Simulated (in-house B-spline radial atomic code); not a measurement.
RPA and G0W0 on PBE0: Cu

Configuration [Ar] 3d10 4s1, highest spin, mean-field start PBE0. Computed with a B-spline radial code for spherical atoms: all electrons, non-relativistic, point nucleus, each spin shell either full or empty, empty states to l = 9 with an (l + 1/2)⁻⁴ tail; G0W0 by contour deformation at full frequency.

Command:
```bash
python run_gw.py task.json out
```
Settings (radii: box in bohr, nucleus in fm):
```
Z                        29
electrons                29
configuration            [Ar] 3d10 4s1
hamiltonian              nr
method                   pbe0
lmax                     9
spin_polarised           True
box_radius               40
intervals                55
ion_configuration        [Ar] 3d10
```

Run time, properties included: 7.3 s on 1 thread of Arm Neoverse N1, on a shared host.

Energies (hartree):

```csv
term,value
mean-field total,-1640.29224
Hartree-Fock functional on these orbitals,-1638.93969
direct second order,-2.7757
second-order exchange,0.77991
SOSEX correction,0.67647
```

**Question.** What is the RPA correlation energy, and what remains with SOSEX?

**Answer.** RPA gives -2.1684 hartree (-2.03 eV per electron); RPA + SOSEX gives -1.4919, and the second-order doubles -1.9957 hartree (no singles). RPA lacks exchange-type terms and so overcorrelates at short range.

Quasi-particle levels (eV):

| level | occupied | mean field | Σx - vxc | Σc | QP weight | G0W0 |
| --- | --- | --- | --- | --- | --- | --- |
| 4s up | yes | -5.367 | -1.50 | ? | ? | ? |
| 4s down | no | -2.675 | 3.75 | -2.12 | 0.882 | -1.043 |

G0W0 = mean field + (Σx - vxc) + Σc, with Σc (partial-wave tail included) taken at the quasi-particle energy. Only the outer levels were computed. Levels of low weight are left out.

**Question.** Where does G0W0 put 4s up?

**Answer.** At -7.843 eV, with Σc = -0.98 eV and a quasi-particle weight of 0.883. The tabulated removal energy is 7.726 eV (NIST, measured); the calculation leaves out relativity, Breit and QED terms, and what these don't explain is the method's own error.

**Question.** What does it cost to remove one electron (to [Ar] 3d10) by differences of total energies, each species on its own start (correlation terms add to the Hartree-Fock functional)?

**Answer.** PBE0 7.747 eV, Hartree-Fock functional 6.221 eV, + RPA 7.915 eV, + RPA + SOSEX 7.247 eV, + second order 8.652 eV. Tabulated: 7.726 eV (NIST, measured); the calculation leaves out relativity, Breit and QED terms, and what these don't explain is the method's own error.
